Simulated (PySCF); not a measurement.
Compound: SbH2Ph, C6H7Sb.
Bonds: Sb1–C4, C4–C5, C4–C9, C5–C6, C6–C7, C7–C8, C8–C9. Hydrogens: H2, H3 on Sb1; H10 on C5; H11 on C6; H12 on C7; H13 on C8; H14 on C9.

Computed by this run: PySCF 2.14.0, PBE0-D3(BJ)/def2-SVP geometry optimisation, gas phase, def2 core potentials past Kr; density fitting, grid level 1; the optimiser is geomeTRIC in internal coordinates, started from a GFN2-xTB structure with every atom displaced at random (about 0.03 Å).

Step 1: E = -12861.1545 eV
```
atom  x, y, z in Å  |  force x, y, z in eV/Å
Sb1     1.2138    2.1613    1.6305    0.135  -0.153  -0.129
H2      2.6493    2.2552    0.6668   -0.123  -0.073   0.112
H3      0.5215    3.3953    0.6606   -0.084   0.003  -0.019
C4      0.3421    0.5333    0.4828   -0.541  -0.064  -0.185
C5      0.1778    0.5914   -0.9126    0.227  -0.256   0.898
C6     -0.4245   -0.5026   -1.5128   -0.145  -0.372  -0.462
C7     -0.8741   -1.6174   -0.7853   -0.261  -0.474  -0.537
C8     -0.7687   -1.7077    0.5967    0.054   1.404  -0.838
C9     -0.1872   -0.5731    1.1663    0.564  -0.003   1.463
H10     0.5349    1.4670   -1.4614   -0.087  -0.167  -0.209
H11    -0.5470   -0.5116   -2.5975   -0.073  -0.018  -0.079
H12    -1.3452   -2.4396   -1.3264   -0.013  -0.032  -0.198
H13    -1.2056   -2.5264    1.1817    0.282   0.142  -0.092
H14    -0.1065   -0.5689    2.2537    0.064   0.062   0.276
```

Step 2: E = -12861.0661 eV
```
atom  x, y, z in Å  |  force x, y, z in eV/Å
Sb1     1.2057    2.2263    1.6120    0.732  -1.033   0.150
H2      2.6786    2.2853    0.6397   -0.539  -0.089   0.291
H3      0.5209    3.4085    0.6704   -0.439   0.558  -0.591
C4      0.2935    0.5091    0.5568    0.712   1.546  -0.576
C5      0.1560    0.5022   -0.8388    0.169   0.598  -1.151
C6     -0.4349   -0.5402   -1.5806    0.015   0.127   0.285
C7     -0.9266   -1.6360   -0.8589    0.418   0.704   0.338
C8     -0.7684   -1.5788    0.5358   -0.460  -1.337   0.341
C9     -0.1658   -0.5618    1.2795   -0.346  -0.609   0.213
H10     0.5341    1.3714   -1.4112   -0.139  -0.327   0.251
H11    -0.5239   -0.4930   -2.6909    0.148   0.074   0.761
H12    -1.3971   -2.4950   -1.3702    0.149   0.310   0.386
H13    -1.1261   -2.4262    1.1072   -0.235  -0.434   0.185
H14    -0.0655   -0.6158    2.3924   -0.186  -0.089  -0.882
```

Step 3: E = -12861.3318 eV
```
atom  x, y, z in Å  |  force x, y, z in eV/Å
Sb1     1.2042    2.1927    1.6204    0.263  -0.379  -0.045
H2      2.6502    2.2427    0.6565   -0.236  -0.032   0.132
H3      0.4989    3.3978    0.6514   -0.129   0.152  -0.175
C4      0.3068    0.5326    0.5217    0.148   0.313  -0.021
C5      0.1746    0.5466   -0.8746    0.016   0.075  -0.085
C6     -0.4247   -0.5196   -1.5469   -0.074  -0.034  -0.009
C7     -0.9109   -1.6133   -0.8236    0.096   0.163   0.001
C8     -0.7846   -1.6226    0.5651    0.059  -0.225   0.065
C9     -0.1693   -0.5664    1.2416   -0.036   0.026   0.009
H10     0.5445    1.4019   -1.4530   -0.042  -0.095   0.074
H11    -0.5251   -0.4957   -2.6407    0.054   0.011   0.196
H12    -1.3756   -2.4553   -1.3483    0.011   0.079   0.094
H13    -1.1465   -2.4794    1.1367   -0.059  -0.051   0.018
H14    -0.0620   -0.6060    2.3368   -0.074  -0.004  -0.253
```

Step 4: E = -12861.3477 eV
```
atom  x, y, z in Å  |  force x, y, z in eV/Å
Sb1     1.2072    2.1677    1.6260   -0.031   0.048  -0.040
H2      2.6288    2.2071    0.6645    0.025   0.003  -0.015
H3      0.4904    3.3857    0.6434    0.025  -0.024   0.034
C4      0.3104    0.5456    0.5145   -0.015   0.003  -0.047
C5      0.1740    0.5543   -0.8785    0.052   0.108  -0.079
C6     -0.4259   -0.5133   -1.5424   -0.014  -0.017   0.064
C7     -0.9002   -1.6067   -0.8165   -0.011  -0.046  -0.045
C8     -0.7695   -1.6291    0.5692    0.009   0.015  -0.012
C9     -0.1674   -0.5555    1.2273   -0.028  -0.089   0.138
H10     0.5409    1.4054   -1.4575    0.000   0.012  -0.017
H11    -0.5272   -0.4928   -2.6305    0.009   0.009   0.006
H12    -1.3711   -2.4441   -1.3368   -0.009  -0.011   0.000
H13    -1.1370   -2.4830    1.1438   -0.001   0.002  -0.005
H14    -0.0729   -0.5851    2.3167   -0.010  -0.012   0.018
```

Q: Estimate the geometry and energy of step 5. (The exact step hangs on the optimiser's Hessian estimate; all steps are aligned on step 4, rigid shifts and turns removed.)

A: E = -12861.3474 eV, largest force 0.170 eV/Å
```
atom  x, y, z in Å  |  force x, y, z in eV/Å
Sb1     1.2106    2.1703    1.6150   -0.001   0.031   0.054
H2      2.6271    2.2006    0.6455    0.019  -0.003  -0.016
H3      0.4938    3.3843    0.6328    0.002  -0.003   0.004
C4      0.3052    0.5431    0.5196    0.008   0.050   0.033
C5      0.1750    0.5644   -0.8747   -0.040  -0.128   0.105
C6     -0.4232   -0.5084   -1.5318   -0.018  -0.009  -0.160
C7     -0.8971   -1.6096   -0.8175    0.047   0.083   0.041
C8     -0.7689   -1.6326    0.5685   -0.030  -0.040   0.053
C9     -0.1734   -0.5603    1.2356    0.016   0.021  -0.091
H10     0.5411    1.4169   -1.4525   -0.008  -0.009   0.000
H11    -0.5215   -0.4854   -2.6196   -0.005  -0.001  -0.036
H12    -1.3656   -2.4456   -1.3420    0.005   0.005  -0.003
H13    -1.1378   -2.4888    1.1388    0.000  -0.005   0.007
H14    -0.0848   -0.5927    2.3253    0.005   0.007   0.009
```

The energy changes by +0.0003 eV. The first-order estimate −F·Δx gives -0.0041 eV and the mean of the old and new forces, exact on a quadratic surface, +0.0002 eV. The step makes an angle of 69° with the force vector and moves no atom by more than 0.020 Å.

What follows is the cost of the whole optimisation. Time: 2.7 min wall; peak memory 0.58 GiB. Hardware: Intel Xeon at 2.70 GHz, one thread, shared host with 64 logical CPUs at a one-minute load of 63.
